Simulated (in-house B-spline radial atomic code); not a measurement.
Response of the carbon ion C²⁺ as one setting changes: the radius of a hard wall (bohr). Method: PBE0. A dash marks a strongly mixed or unbound state. A box has no continuum, so excitations may lie above minus the highest level. Computed with an all-electron radial atomic-structure program (B-spline basis): linear response of the closed shell [He] 2s2 with the functional's adiabatic kernel; non-relativistic, point nucleus, no spin-orbit coupling, no double excitations, S, P, D and F terms only.

| radius of a hard wall (bohr) | lowest 1P (eV) | lowest 3P, Tamm-Dancoff (eV) | minus highest occupied level (eV) | α (bohr³) |
| --- | --- | --- | --- | --- |
| 2.5 | 2s → 2p 12.466 | 2s → 2p 5.162 | 36.50 | 2.625 |
| 3 | ? | ? | ? | ? |
| 3.5 | 2s → 2p 12.143 | 2s → 2p 5.644 | 41.43 | 3.768 |
| 4 | 2s → 2p 12.000 | 2s → 2p 5.638 | 41.85 | 4.051 |
| 4.5 | 2s → 2p 11.933 | 2s → 2p 5.630 | 41.98 | 4.188 |
| 5.5 | 2s → 2p 11.896 | 2s → 2p 5.624 | 42.03 | 4.267 |
| 6.5 | 2s → 2p 11.892 | 2s → 2p 5.624 | 42.04 | 4.276 |
| 8 | 2s → 2p 11.892 | 2s → 2p 5.624 | 42.04 | 4.277 |
| 10 | ? | ? | ? | ? |
| 15 | 2s → 2p 11.892 | 2s → 2p 5.624 | 42.04 | 4.277 |

What belongs in the row for 3?

lowest 1P (eV): 2s → 2p 12.372; lowest 3P, Tamm-Dancoff (eV): 2s → 2p 5.586; minus highest occupied level (eV): 40.17; α (bohr³): 3.285.

What belongs in the row for 10?

lowest 1P (eV): 2s → 2p 11.892; lowest 3P, Tamm-Dancoff (eV): 2s → 2p 5.624; minus highest occupied level (eV): 42.04; α (bohr³): 4.277.
